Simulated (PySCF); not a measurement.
## Radial density of Kr⁺ (krypton, charge +1)

revPBE, [Ar] 3d10 4s2 4p4 4d1, one real determinant (an excited configuration). Calculation: PySCF 2.14, in dyall-av2z (16s12p8d, 92 functions); the non-relativistic Hamiltonian (point nucleus).

| r (bohr) | 4πr²ρ (e/bohr) | 4πr²(ρα − ρβ) |
| --- | --- | --- |
| 0.000630 | 0.1536 | 0.0000 |
| 0.00106 | 0.4216 | 0.0000 |
| 0.00178 | 1.132 | 0.0000 |
| 0.00300 | 2.935 | -0.0001 |
| 0.00504 | 7.164 | -0.0001 |
| 0.00848 | 15.84 | -0.0001 |
| 0.0143 | 29.65 | 0.0008 |
| 0.0240 | 42.39 | 0.0068 |
| 0.0403 | 41.69 | 0.0325 |
| 0.0679 | 37.04 | 0.0937 |
| 0.114 | 51.20 | 0.1107 |
| 0.192 | 41.68 | 0.0198 |
| 0.323 | 31.85 | 0.2804 |
| 0.543 | 32.18 | 0.1300 |
| 0.914 | 8.704 | 0.4091 |
| 1.54 | 4.890 | 1.6942 |
| 2.59 | 1.549 | 0.8786 |
| 4.35 | 0.09470 | 0.0705 |
| 7.31 | 5.646e-05 | 0.0000 |

⟨L²⟩ = 8.01 against 12 for a pure F term, so this real determinant mixes terms. The outer electron is Rydberg-like, and this basis confines it to a smaller radius and binds it less than a complete one would.
